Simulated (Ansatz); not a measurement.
Computed with Ansatz on PBE0-D4/def2-TZVP structures; ΔE is electronic, products minus reactants. CBS: MP2 limit from def2 TZ/QZ plus the TZ coupled-cluster correction, frozen cores. This one scheme is used for every species. DFT in def2-TZVPP. B3LYP here is the variant with VWN-RPA as its local correlation; programs differ in this. def2 core potentials past Kr. For Mo outer-core shells are correlated without core-valence functions, which leaves a few kJ/mol of doubt a bond. One conformer a species, not always the lowest.

`C[O][Mo](=[NH])(=[NH])[NH2]` + `NCS` → `[NH]=[Mo](=[NH])([NH2])[NH2]` + `COCS`  (formal exchange of groups at a Mo–O bond)

`C[O][Mo](=[NH])(=[NH])[NH2]`:

Cartesian coordinates in Å:
```
C 0.155 -2.134 -0.761
O -0.722 -1.101 -0.400
Mo -0.293 0.565 0.369
N 1.051 0.356 1.442
N -1.718 1.170 1.143
N 0.258 1.857 -0.971
H -0.421 -3.056 -0.889
H 0.919 -2.298 0.007
H 0.657 -1.908 -1.709
H 1.518 0.384 2.338
H -2.260 1.515 1.922
H -0.367 2.546 -1.360
H 1.222 2.104 -1.131
```

`NCS`:

Z-matrix (Å, degrees):
```
C
S 1 1.811
N 1 1.444 2 112.7
H 1 1.097 2 107.3 3 -128.3
H 1 1.092 2 104.7 3 117.9
H 2 1.342 1 96.7 3 83.9
H 3 1.012 1 111.0 2 -65.0
H 3 1.014 1 110.4 2 175.5
```

`[NH]=[Mo](=[NH])([NH2])[NH2]`:

```xyz
11

N    -0.664   -1.708    0.106
Mo   -0.119   -0.063    0.121
N    -0.787    0.937    1.368
N     1.810   -0.097    0.382
N    -0.626    0.727   -1.585
H    -1.195   -2.504    0.430
H    -1.366    1.143    2.170
H     2.311    0.599    0.910
H     2.382   -0.905    0.193
H    -0.908    1.688   -1.690
H    -0.837    0.184   -2.407
```

`COCS`:

Z-matrix (Å, degrees):
```
C
O 1 1.407
H 1 1.098 2 111.0
H 1 1.095 2 111.3 3 -121.4
H 1 1.089 2 107.1 3 119.0
C 2 1.386 1 114.0 3 59.7
S 6 1.823 2 115.7 1 69.3
H 6 1.089 2 107.0 1 -169.1
H 6 1.098 2 111.8 1 -49.7
H 7 1.342 6 96.0 2 68.6
```

```tsv
level	ΔE (kcal/mol)	difference from CCSD(T)/CBS
PBE-D4	5.2	0.0
r2SCAN-D4	5.3	0.1
PBE0-D4	5.0	-0.2
B3LYP-D4	5.2	0.0
ωB97X-V	5.2	0.0
ωB97M-V	4.8	-0.4
B2PLYP	5.7	0.5
PBE	5.2	0.0
r2SCAN	5.3	0.1
PBE0	5.0	-0.2
B3LYP	5.4	0.2
HF/def2-TZVPP	5.5	0.3
MP2/def2-TZVPP	5.4	0.2
SCS-MP2/def2-TZVPP	5.6	0.4
CCSD/def2-TZVPP	5.0	-0.2
CCSD(T)/def2-TZVPP	5.1	-0.1
HF/def2-QZVPP	5.7	0.5
MP2/def2-QZVPP	5.5	0.3
SCS-MP2/def2-QZVPP	5.8	0.6
HF/CBS(def2)	5.7	0.5
MP2/CBS(def2)	5.5	0.3
CCSD/CBS(def2)	5.1	-0.1
CCSD(T)/CBS	5.2	0
```

Largest T1 diagnostic among the species: 0.022, so the coupled-cluster value is less sure than usual.
